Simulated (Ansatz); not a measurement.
`C[S][Hf]([OH])([OH])[OH]`, 12 atoms. The species carries charge 0 and has multiplicity 1. Correlated methods include outer-core shells of Hf, which these sets cover unevenly. Hf: def2 effective core potential. All runs use 4 threads of an Arm Neoverse V2 on a shared host. Correlated methods freeze the cores.

Q: Give the basis size and wall time and peak host memory of each of these runs in Ansatz. RKS ωB97M-V/def2-SVP energy; RKS B3LYP-D4/def2-TZVPP energy and forces; RKS revPBE-D4/def2-TZVPP energy; RKS PBE0-D4/def2-TZVP relaxation (23 steps); RHF-MP2/def2-QZVPP energy; RKS PBE0-D4/def2-QZVPP energy; RKS PBE0-D4/def2-TZVPP energy; direct RPA on PBE orbitals/def2-TZVPP energy; RKS BHLYP-D4/def2-TZVPP energy; RKS ωB97M-V/def2-QZVPP energy; RKS PBE0-D4/def2-SVP energy; RHF-CCSD(T)/def2-SVP energy. (Estimate.)

A: The calculation gave: Other jobs shared the machine, so times are rough.

| level | job | functions | wall time | peak host memory (GiB) |
| --- | --- | --- | --- | --- |
| RKS PBE0-D4/def2-SVP | energy | 136 | 1.9 s | 0.52 |
| RKS revPBE-D4/def2-TZVPP | energy | 306 | 3.2 s | 0.47 |
| RKS PBE0-D4/def2-TZVPP | energy | 306 | 5.5 s | 0.96 |
| RKS BHLYP-D4/def2-TZVPP | energy | 306 | 6 s | 1 |
| RKS B3LYP-D4/def2-TZVPP | energy and forces | 306 | 8 s | 1.1 |
| RKS ωB97M-V/def2-SVP | energy | 136 | 8 s | 0.53 |
| direct RPA on PBE orbitals/def2-TZVPP | energy | 306 | 13 s | 0.97 |
| RKS PBE0-D4/def2-QZVPP | energy | 559 | 13 s | 2.4 |
| RHF-CCSD(T)/def2-SVP | energy | 136 | 27 s | 1.1 |
| RKS ωB97M-V/def2-QZVPP | energy | 559 | 29 s | 2.9 |
| RHF-MP2/def2-QZVPP | energy | 559 | 32 s | 4 |
| RKS PBE0-D4/def2-TZVP | relaxation (23 steps) | 237 | 110 s | 0.76 |

B3LYP here is the variant with VWN-RPA as its local correlation; programs differ in this.
